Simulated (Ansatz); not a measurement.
Geometry optimisation, RKS B3LYP-D4/6-31G* (Ansatz 0.2.0).

Input:

```yaml
crystal:
  periodic: [false, false, false]
  atoms:
    - { symbol: B, position_ang: [-0.080049, 0.610333, -0.220536] }
    - { symbol: H, position_ang: [0.089325, -0.418686, 1.943893] }
    - { symbol: "N", position_ang: [1.174809, 0.080704, -0.587645] }
    - { symbol: H, position_ang: [1.289379, -0.821378, -1.029255] }
    - { symbol: H, position_ang: [2.047056, 0.568701, -0.454045] }
    - { symbol: O, position_ang: [-1.283471, -0.004881, -0.444937] }
    - { symbol: H, position_ang: [-1.198332, -0.823964, -0.951789] }
    - { symbol: S, position_ang: [-0.247115, 2.291125, 0.597319] }
    - { symbol: H, position_ang: [1.073544, 2.511909, 0.77925] }
    - { symbol: H, position_ang: [-0.081946, 0.224636, 2.184346] }
basis:
  gaussian: { orbitals: "6-31G*" }
hamiltonian:
  xc: b3lyp
  dispersion: d4
relax:
  f_tol: 0.03
  max_steps: 50
```

Run as:

```bash
$ ansatz run input.yaml --threads 1 --pin off --max-ram 2048MiB --backend cpu --events-out ev --progress --plain --runs-dir out
```

Q: Where does it end, and by what steps?

A: The run converged. The force dipped under the threshold on the way, but the program's further checks kept it going. After 17 steps the energy has fallen by 0.242 eV; H2 moved furthest, 1.20 Å.

| step | energy less start (eV) | largest force component (eV/Å) | accepted |
| --- | --- | --- | --- |
| 0 | 0.0000 | 1.479 | yes |
| 1 | -0.1513 | 0.279 | yes |
| 2 | -0.2014 | 0.142 | yes |
| 3 | -0.2246 | 0.089 | yes |
| 4 | -0.2310 | 0.134 | yes |
| 5 | -0.2212 | 0.757 | no |
| 6 | -0.2356 | 0.044 | yes |
| 7 | -0.2356 | 0.340 | no |
| 8 | -0.2369 | 0.025 | yes |
| 9 | -0.2378 | 0.084 | yes |
| 10 | -0.2388 | 0.109 | yes |
| 11 | -0.2390 | 0.180 | yes |
| 12 | -0.2399 | 0.094 | yes |
| 13 | -0.2403 | 0.013 | yes |
| 14 | -0.2406 | 0.022 | yes |
| 15 | -0.2410 | 0.107 | yes |
| 16 | -0.2414 | 0.052 | yes |
| 17 | -0.2418 | 0.022 | yes |

```xyz
10
Properties=species:S:1:pos:R:3
B -0.103 0.695 -0.468
H 0.154 -0.609 3.124
N 1.158 0.121 -0.746
H 1.272 -0.753 -1.242
H 2.033 0.528 -0.455
O -1.301 0.141 -0.843
H -1.204 -0.699 -1.312
S -0.284 2.291 0.454
H 1.032 2.534 0.631
H 0.026 -0.030 2.674
```

Time of the run: 65 s on 1 thread of Arm Neoverse V1 (shared host), peak memory 0.15 GiB.
